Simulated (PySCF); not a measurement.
SMILES c1csc(C=Cc2sccc2)c1, GFN2-xTB optimised geometry.

```
20

C      0.67     0.02     0.00
C     -0.68    -0.03     0.00
C     -1.54     1.10     0.00
C     -2.91     1.10     0.00
C     -3.47     2.39     0.00
C     -2.53     3.37     0.00
S     -0.93     2.74     0.00
C      1.53    -1.11     0.00
C      2.91    -1.10     0.00
C      3.47    -2.39     0.00
C      2.53    -3.37     0.00
S      0.93    -2.75     0.00
H      1.16     0.99     0.00
H     -1.17    -0.99     0.00
H     -3.50     0.20     0.00
H     -4.53     2.59     0.00
H     -2.67     4.44     0.00
H      3.49    -0.20     0.00
H      4.53    -2.58     0.00
H      2.68    -4.44     0.00
```

Density from B3LYP/def2-SVP run with PySCF at that geometry.

Minimum of the electron density along straight lines between bonded atoms, close to the bond critical point (lines longer than 1.1 times the sum of covalent radii, or with two minima, are not listed):

```tsv
bond	length / Å	ρ at the minimum / e bohr⁻³	∇²ρ there / e bohr⁻⁵	position (fraction from the first atom)
C1–C2	1.347	0.333	-0.87	0.50
C2–C3	1.426	0.290	-0.73	0.49
C3–C4	1.374	0.318	-0.80	0.51
C4–C5	1.406	0.301	-0.76	0.50
C5–C6	1.359	0.325	-0.83	0.49
C3–S7	1.744	0.208	-0.43	0.47
C6–S7	1.718	0.218	-0.48	0.47
C1–C8	1.426	0.290	-0.73	0.49
C8–C9	1.374	0.318	-0.80	0.51
C9–C10	1.406	0.301	-0.76	0.50
C10–C11	1.359	0.324	-0.83	0.49
C8–S12	1.744	0.208	-0.43	0.47
C11–S12	1.718	0.218	-0.48	0.47
C1–H13	1.083	0.282	-1.06	0.63
C2–H14	1.083	0.282	-1.06	0.63
C4–H15	1.075	0.284	-1.09	0.63
C5–H16	1.076	0.285	-1.10	0.63
C6–H17	1.072	0.286	-1.12	0.64
C9–H18	1.075	0.284	-1.09	0.63
C10–H19	1.076	0.285	-1.10	0.63
C11–H20	1.072	0.286	-1.12	0.64
```
